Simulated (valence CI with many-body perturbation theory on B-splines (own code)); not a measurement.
**Pm⁴⁷⁺: fill in the table**

Calculated by relativistic CI+MBPT: four valence electrons over a frozen Dirac-Fock core [Ne], a basis of 11 s, 11 p, 10 d, 8 f, 5 g, 2 h functions for each j, with the one-electron correlation potential Σ1 (screened to all orders), the two-electron term Σ2, the three-electron term Σ3, Breit, model QED; selected single and double excitations, second order for the rest, scaled by the run's own slope (own B-spline code, finite nucleus).

The last digits are not significant, and no measured levels were compared; by estimate large intervals hold to a few tenths of a per cent, small ones and those within an open d or f shell to about a per cent. Among the levels kept, up to 550 cm⁻¹ of a level comes from second order outside the variational space, and about a tenth of that is noise between levels of different J, which matters for small intervals.

```
                     Level  E (eV)
        (3s^2 3p1/2^2) J=0    0.00
    (3s^2 3p1/2 3p3/2) J=1  135.11
    (3s^2 3p1/2 3p3/2) J=2  142.59
    (3s 3p1/2^2 3p3/2) J=2       ?
    (3s 3p1/2^2 3p3/2) J=1       ?
        (3s^2 3p3/2^2) J=2       ?
        (3s^2 3p3/2^2) J=0  299.30
    (3s^2 3p1/2 3d3/2) J=2  307.38
    (3s^2 3p1/2 3d3/2) J=1  339.58
    (3s^2 3p1/2 3d5/2) J=2  351.73
    (3s^2 3p1/2 3d5/2) J=3  353.47
(3s 3p1/2 3p3/2^2) J=2 [a]       ?
    (3s 3p1/2 3p3/2^2) J=3  404.48
    (3s 3p1/2 3p3/2^2) J=0       ?
(3s 3p1/2 3p3/2^2) J=1 [a]  423.79
(3s 3p1/2 3p3/2^2) J=2 [b]  425.85
    (3s 3p1/2^2 3d3/2) J=1  433.89
(3s 3p1/2 3p3/2^2) J=1 [b]  434.02
    (3s 3p1/2^2 3d3/2) J=2  439.06
    (3s^2 3p3/2 3d3/2) J=3       ?
```

Levels are named by their leading jj configuration (3d3/2^4 stands for four electrons in 3d with j = 3/2), which in mixed levels can hold well under half, so a name can repeat and another be missing. Letters in brackets count levels of one name in rising energy.

(1) The levels stand in rising order. What does the calculation give for the missing energies?

## Answers

(1) (3s 3p1/2^2 3p3/2) J=2 258.82; (3s 3p1/2^2 3p3/2) J=1 281.66; (3s^2 3p3/2^2) J=2 283.14; (3s 3p1/2 3p3/2^2) J=2 [a] 393.08; (3s 3p1/2 3p3/2^2) J=0 413.59; (3s^2 3p3/2 3d3/2) J=3 472.31.
